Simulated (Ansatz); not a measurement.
Problem. Name a neutral molecule of C, Ge, N, O and H with HOMO energy (ωB97M-V/def2-TZVPP) between -9.00 and -8.70 eV and LUMO energy (PBE/def2-TZVPP) between -2.60 and -2.30 eV (Ansatz, PBE0-D4/def2-TZVP geometry).

Solution. `[CH3][GeH]([NH2])[CH]=O` (-8.73 eV, -2.46 eV). Other molecules can fit too; these were computed, each in one conformer that needn't be the lowest.
